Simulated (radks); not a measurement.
P6+, configuration [He] 2s2 2p5 (the NIST ground configuration). Method: non-relativistic Kohn-Sham, LDA (Slater exchange, Perdew-Wang correlation), spin-unpolarised, spherical densities, point nucleus; computed with a radial shooting solver on a logarithmic mesh with Libxc functionals.

Normalised radial functions P(r) = r R(r), r in bohr:

| r | 2s | 2p | 3p |
|---|---|---|---|
| 0.003336 | 0.1000 | 0.0012 | 0.0005 |
| 0.004705 | 0.1382 | 0.0024 | 0.0011 |
| 0.006637 | 0.1892 | 0.0047 | 0.0021 |
| 0.009437 | 0.2577 | 0.0093 | 0.0041 |
| 0.01331 | 0.3423 | 0.0181 | 0.0079 |
| 0.01878 | 0.4429 | 0.0345 | 0.0151 |
| 0.02649 | 0.5515 | 0.0650 | 0.0283 |
| 0.03766 | 0.6498 | 0.1211 | 0.0528 |
| 0.05312 | 0.6939 | 0.2157 | 0.0938 |
| 0.07494 | 0.6275 | 0.3683 | 0.1595 |
| 0.1057 | 0.3831 | 0.5937 | 0.2550 |
| 0.1503 | -0.0888 | 0.8929 | 0.3761 |
| 0.212 | -0.7028 | 1.1982 | 0.4829 |
| 0.2991 | -1.2578 | 1.4025 | 0.5052 |
| 0.4218 | -1.4706 | 1.3732 | 0.3477 |
| 0.5998 | -1.1993 | 1.0556 | -0.0502 |
| 0.8461 | -0.6600 | 0.5955 | -0.5637 |
| 1.193 | -0.2193 | 0.2180 | -0.9000 |
| 1.684 | -0.0368 | 0.0435 | -0.7954 |
| 2.394 | -0.0022 | 0.0035 | -0.3838 |
| 3.377 | 0.0000 | 0.0001 | -0.0900 |
| 4.763 | 0.0000 | 0.0000 | -0.0078 |

2s: eigenvalue -289.67 eV, 1 radial node at r = 0.142 bohr, <r> = 0.505 bohr, 90 % of the charge inside 0.788 bohr. 2p: eigenvalue -244.11 eV, 0 radial nodes, <r> = 0.460 bohr, 90 % of the charge inside 0.760 bohr. 3p (empty): eigenvalue -78.815 eV, 1 radial node at r = 0.579 bohr, <r> = 1.45 bohr, 90 % of the charge inside 2.15 bohr.
